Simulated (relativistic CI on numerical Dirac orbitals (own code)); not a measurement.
**d2 in a ligand field**

Computed with a parametric ligand-field model of a d^n configuration (Racah B and C, spin-orbit zeta, crystal field), exact diagonalisation.

Field parameters in Wybourne normalisation: Oh B⁴₀ = 21Dq, B⁴₄ = √(5/14) B⁴₀; Td as Oh with Dq negative (B⁴₀ = 21Dq, B⁴₄ = √(5/14) B⁴₀). The field is a parameter set, without covalency.

(1) A d2 ion in Oh symmetry has the ground term 3T1 and bands at 1T2 5329 cm⁻¹ (1877 nm), 1E 5374 cm⁻¹ (1861 nm), 1A1 12124 cm⁻¹ (825 nm), 3T2 13929 cm⁻¹ (718 nm), 3T1 18108 cm⁻¹ (552 nm), 3A2 28629 cm⁻¹ (349 nm). Which parameters reproduce them?

(2) A d2 ion in Oh symmetry has the ground term 3T1 and bands at 3T2 4235 cm⁻¹ (2361 nm), 3A2 9235 cm⁻¹ (1083 nm), 1T2 12911 cm⁻¹ (775 nm), 1E 13648 cm⁻¹ (733 nm), 3T1 17270 cm⁻¹ (579 nm), 1T2 20479 cm⁻¹ (488 nm). Which parameters reproduce them?

(3) Ground term and bands for B = 320, C = 1350, ζ = 0 cm⁻¹, Oh, 10Dq = 4700 cm⁻¹?

(4) Ground term and bands for B = 630, C = 2330, ζ = 0 cm⁻¹, Oh, 10Dq = 14750 cm⁻¹?

(5) A d2 ion in Td symmetry has the ground term 3A2 and bands at 3T2 7650 cm⁻¹ (1307 nm), 1E 7705 cm⁻¹ (1298 nm), 3T1 11879 cm⁻¹ (842 nm), 1A1 13314 cm⁻¹ (751 nm), 1T2 15184 cm⁻¹ (659 nm), 3T1 18721 cm⁻¹ (534 nm). Which parameters reproduce them?

Results:

(1) B = 330, C = 1610, ζ = 0 cm⁻¹, Oh, 10Dq = 14700 cm⁻¹.

(2) B = 920, C = 3570, ζ = 0 cm⁻¹, Oh, 10Dq = 5000 cm⁻¹.

(3) Ground term 3T1 with 0.05 electrons in the two orbitals of the cubic e set. Spin-allowed: 3T2 4199 cm⁻¹ (2382 nm), 3T1 8497 cm⁻¹ (1177 nm), 3A2 8899 cm⁻¹ (1124 nm). Lowest spin-forbidden: 1T2 4814 cm⁻¹ (2077 nm), 1E 4945 cm⁻¹ (2022 nm), 1A1 9591 cm⁻¹ (1043 nm).

(4) Ground term 3T1 with 0.03 electrons in the two orbitals of the cubic e set. Spin-allowed: 3T2 13537 cm⁻¹ (739 nm), 3T1 21775 cm⁻¹ (459 nm), 3A2 28287 cm⁻¹ (354 nm). Lowest spin-forbidden: 1T2 8788 cm⁻¹ (1138 nm), 1E 8953 cm⁻¹ (1117 nm), 1A1 19075 cm⁻¹ (524 nm).

(5) B = 510, C = 1910, ζ = 0 cm⁻¹, Td, 10Dq = -7650 cm⁻¹.
